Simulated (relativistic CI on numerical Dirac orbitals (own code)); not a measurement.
## d5 in a ligand field

Computed with a parametric ligand-field model of a d^n configuration (Racah B and C, spin-orbit zeta, crystal field), exact diagonalisation.

Field parameters in Wybourne normalisation: D3d B²₀ = −7Dσ, B⁴₀ = −14Dq − 21Dτ, B⁴₃ = −14√(10/7) Dq; Oh B⁴₀ = 21Dq, B⁴₄ = √(5/14) B⁴₀. The field is a parameter set, without covalency.

Q: Ground term and bands for B = 880, C = 3600, ζ = 0 cm⁻¹, Oh, 10Dq = 4100 cm⁻¹?

A: Ground term 6A1 with 2.00 electrons in the two orbitals of the cubic e set. Spin-allowed: none. Lowest spin-forbidden: 4T1 24632 cm⁻¹ (406 nm), 4T2 26369 cm⁻¹ (379 nm), 4A1+E 26800 cm⁻¹ (373 nm). A high-spin d5 ion has no spin-allowed d-d band, hence its pale colour.

Q: Ground term and bands for B = 370, C = 1690, ζ = 0 cm⁻¹, Oh, 10Dq = 4100 cm⁻¹?

A: Ground term 6A1 with 2.00 electrons in the two orbitals of the cubic e set. Spin-allowed: none. Lowest spin-forbidden: 4T1 9240 cm⁻¹ (1082 nm), 4T2 11019 cm⁻¹ (908 nm), 4A1+E 12150 cm⁻¹ (823 nm). A high-spin d5 ion has no spin-allowed d-d band, hence its pale colour.

Q: Ground term and bands for B = 950, C = 4410, ζ = 0 cm⁻¹, Oh, 10Dq = 4700 cm⁻¹?

A: Ground term 6A1 with 2.00 electrons in the two orbitals of the cubic e set. Spin-allowed: none. Lowest spin-forbidden: 4T1 29224 cm⁻¹ (342 nm), 4T2 31051 cm⁻¹ (322 nm), 4A1+E 31550 cm⁻¹ (317 nm). A high-spin d5 ion has no spin-allowed d-d band, hence its pale colour.

Q: Ground term and bands for B = 510, C = 2330, ζ = 0 cm⁻¹, Oh, 10Dq = 3250 cm⁻¹?

A: Ground term 6A1 with 2.00 electrons in the two orbitals of the cubic e set. Spin-allowed: none. Lowest spin-forbidden: 4T1 14890 cm⁻¹ (672 nm), 4T2 16286 cm⁻¹ (614 nm), 4A1+E 16750 cm⁻¹ (597 nm). A high-spin d5 ion has no spin-allowed d-d band, hence its pale colour.

Q: Ground term and bands for B = 1020, C = 4300, ζ = 0 cm⁻¹, D3d, 10Dq = 13200, Dσ = 1200, Dτ = 10 cm⁻¹?

A: Ground term 6A1 with 2.00 electrons in the two orbitals of the cubic e set. Spin-allowed: none. Lowest spin-forbidden: 4E 20814 cm⁻¹ (480 nm), 4A2 22014 cm⁻¹ (454 nm), 2E 26451 cm⁻¹ (378 nm). A high-spin d5 ion has no spin-allowed d-d band, hence its pale colour.
